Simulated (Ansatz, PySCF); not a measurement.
Pair of molecules: F2H2Si (SMILES F[SiH2]F) (first 5 atoms) with HF (SMILES F); geometry from B3LYP-D3(BJ)/def2-TZVP, rigid monomers moved along the line of their centres of mass till F3···H7 is 2.14 Å.
(charge 0, multiplicity 1):
```xyz
7

F      0.657     0.016    -1.451
Si     0.079    -0.388    -0.027
F      0.650     0.690     1.024
H     -1.382    -0.264    -0.048
H      0.606    -1.704     0.350
F     -0.412    -0.026     3.707
H      0.065     0.453     3.067
```

Monomers are frozen at their geometry in the pair; levels with a basis set take the counterpoise correction. Rows marked so take none.

Rows in 3-21G, 6-31G* carry no dispersion term and start afresh at each structure (6-31G* with six Cartesian d functions).

Programs: Ansatz (a quantum-chemistry and plane-wave program) with Gaussian orbitals; PySCF for 3-21G rows, 6-31G* rows. Values without a source in brackets are computed.

### Question
Predict the interaction energy from BP86/6-31G* (no counterpoise).

### Answer
-213 meV

### Question
What interaction energy does wB97M-V/def2-TZVPPD give?

### Answer
-149 meV

### Question
What is the computed interaction energy (HF/3-21G (no counterpoise))?

### Answer
-325 meV
